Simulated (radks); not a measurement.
Results of a calculation; reference values are marked as such.
Question: The mean radii <r> (bohr) of the occupied orbitals of an atom or ion are listed with their occupations. Code: a radial shooting solver on a logarithmic mesh with Libxc functionals. Model: Dirac Kohn-Sham, PBE, spin-unpolarised, spherical densities, point nucleus.

| orbital | occ. | <r> |
|---|---|---|
| 1s1/2 | 2 | 0.04148 |
| 2s1/2 | 2 | 0.1832 |
| 2p1/2 | 2 | 0.1573 |
| 2p3/2 | 4 | 0.1613 |
| 3s1/2 | 2 | 0.5301 |
| 3p1/2 | 2 | 0.5334 |
| 3p3/2 | 4 | 0.5438 |
| 3d3/2 | 4 | 0.5531 |
| 3d5/2 | 6 | 0.5570 |
| 4s1/2 | 2 | 1.538 |
| 4p1/2 | 1.66667 | 1.804 |
| 4p3/2 | 3.33333 | 1.841 |

Name the element and its charge. Open shells, if any, are shared by 2j + 1.

Answer: Z = 36, krypton, charge +1: Kr+ in [Ar] 3d10 4s2 4p5. The 1s radius gives Z: for a bare nucleus <r> = (2 gamma + 1)/(2Z) with gamma = sqrt(1 - (Z/c)^2), 0.04069 bohr for Z = 36, and screening makes it slightly larger (0.04148 here). The occupations add up to 35, and the charge is Z minus that.
